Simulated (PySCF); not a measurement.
Re(F)7, SMILES [F][Re]([F])([F])([F])([F])([F])[F] (CAM-B3LYP/def2-SVP optimised geometry):

```
8

Re    -0.177     0.000     0.000
F      1.681     0.000     0.000
F     -0.178     1.814     0.000
F     -0.175    -1.814    -0.001
F      0.396    -0.004     1.768
F     -1.679    -0.012    -1.092
F     -1.681     0.008     1.091
F      0.399     0.006    -1.766
```

Calculation: CAM-B3LYP/def2-TZVP, def2 effective core potentials past Kr (PySCF 2.14.0).

Question: What are the frontier orbital energies and the dipole moment?

Answer: HOMO-2 -14.00 eV, HOMO-1 -14.00 eV, HOMO -13.04 eV, LUMO -5.71 eV, LUMO+1 -5.71 eV; dipole moment 0.00 D.

On the same geometry PBE/def2-TZVP, def2 effective core potentials past Kr (PySCF) gives HOMO-2 -10.12 eV, HOMO-1 -10.11 eV, HOMO -9.13 eV, LUMO -6.96 eV, LUMO+1 -6.96 eV; dipole moment 0.00 D.
